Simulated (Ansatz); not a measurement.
Consider the redistribution: `[CH3][Zr]([OH])([OH])[OH]` + `CNBF` → `C[NH][Zr]([OH])([OH])[OH]` + `CBF`.

Program: Ansatz. Geometries: PBE0-D4/def2-TZVP. ΔE: electronic, gas phase. CCSD(T)/CBS adds triple-zeta CCSD(T) − MP2 to the extrapolated MP2 energy (def2 sets, frozen cores). This one scheme is used for every species. Functionals use def2-TZVPP. HSE06 is defined as in plane-wave codes. Elements past krypton have def2 core potentials. For Zr outer-core shells are correlated without core-valence functions, which leaves a few kJ/mol of doubt a bond. Each species was taken in one conformer, which may not be the lowest.

```
             level  ΔE (kcal/mol)  difference from CCSD(T)/CBS
       LDA (SPW92)            9.9                          1.9
            B97M-V            7.6                         -0.4
          BHLYP-D4            8.1                          0.1
           ωB97X-V            7.5                         -0.5
               PBE            8.0                          0.0
            revPBE            7.3                         -0.7
              PBE0            8.4                          0.4
           r2SCAN0            8.5                          0.5
             HSE06            8.5                          0.5
             BHLYP            8.7                          0.7
RPA@PBE/def2-TZVPP            7.1                         -0.9
      MP2/def2-SVP            8.3                          0.3
CCSD(T)/def2-TZVPP            7.6                         -0.4
    MP2/def2-QZVPP            7.5                         -0.5
SCS-MP2/def2-QZVPP            7.5                         -0.5
    CCSD/CBS(def2)            8.3                          0.3
       CCSD(T)/CBS            8.0                            0
```

Largest T1 diagnostic among the species: 0.016.

From BLYP to BHLYP (50 % exact exchange), in def2-TZVPP and without D4, ΔE moves by +0.9 kcal/mol. Leaving LDA and LC-ωPBE aside and taking each functional with its dispersion term where it has one, the values, not all of them listed here, spread over 1.8 kcal/mol, from revPBE-D4 to ωB97M-V. LDA lies +1.9 kcal/mol from PBE without D4.
